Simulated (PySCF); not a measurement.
Species: C₄H₄AlCl₃O₂.
Z-matrix (Å and degrees, PBE0-D3(BJ)/def2-SVP geometry), rows numbered from 1:
```
Cl
C   1  1.7775
Cl  2  1.7953  1  108.02
Cl  2  1.7951  1  108.10  3   116.05
C   2  1.5031  1  112.93  3  -121.96
C   5  1.4018  2  123.09  1    -2.53
O   6  1.2634  5  125.28  2  -179.44
Al  7  1.8660  6  129.21  5     0.97
O   8  1.8811  7   91.32  6    -0.91
C   9  1.2562  8  128.38  7     0.68
H   6  1.1004  5  118.39  2     0.70
H   8  1.5840  7  109.36  6  -111.28
H   8  1.5842  7  109.46  6   109.19
H  10  1.1036  5  117.86  2    -0.77
```

Computed with TDDFT CAM-B3LYP/def2-SVPD, vertical, gas phase, core orbitals frozen in the response in PySCF 2.14.0, density-fitted response routines.

Frontier orbitals with the atoms that hold most of them (Löwdin shares over 4%, at most four atoms; ? is withheld):

```
orbital  ε (eV)                              atoms
 LUMO+2    0.13    C2 25%, Cl4 22%, Cl3 21%, C6 9%
 LUMO+1   -0.22  Cl4 25%, Cl3 25%, Cl1 24%, C2 22%
   LUMO   -1.80                                  ?
   HOMO       ?  C5 18%, Al8 17%, H13 14%, H12 14%
 HOMO-1   -9.93                                  ?
 HOMO-2  -10.58   O7 22%, Cl3 18%, O9 16%, Cl1 15%
 HOMO-3  -10.60   Cl4 38%, Cl3 24%, Cl1 22%, O7 5%
```

Problem. Give the leading atoms of the LUMO.

Solution. C10 (bonded to C, O and H) 27%; C6 (bonded to C, O and H) 22%; O9 (bonded to Al and C) 17%; O7 (bonded to Al and C) 13%. By element: carbon 50% or more, oxygen 30%.

Problem. Which atoms hold the HOMO-1, and with what shares?

Solution. Al8 (bonded to 2 O and 2 H) 20%; C5 (bonded to 3 C) 15%; H12 (bonded to Al) 14%; H13 (bonded to Al) 14%. By element: hydrogen 28% or more, aluminium 20%, carbon 15% or more.

Problem. What is the HOMO energy, and the HOMO–LUMO gap?

Solution. ε(HOMO) = -8.96 eV; the gap is 7.16 eV (0.2631 hartree).

Problem. How does S1 compare with the orbital gap of 7.16 eV?

Solution. S1 is at 4.24 eV (f = 0.045), 2.92 eV below the gap, made of HOMO→LUMO (98%). 

Problem. One configuration dominates each of S1 and S3. Which, and how do the shares of the two leading atoms of either orbital change from the occupied to the empty one?

Solution. 
- S1 (4.24 eV, f 0.045), HOMO→LUMO (98%): C5 18% → at most 14%, Al8 17% → at most 14%, C10 at most 14% → 27%, C6 at most 14% → 22%
- S3 (5.40 eV, f 0.057), HOMO-1→LUMO (97%): Al8 20% → at most 14%, C5 15% → at most 14%, C10 at most 14% → 27%, C6 at most 14% → 22%
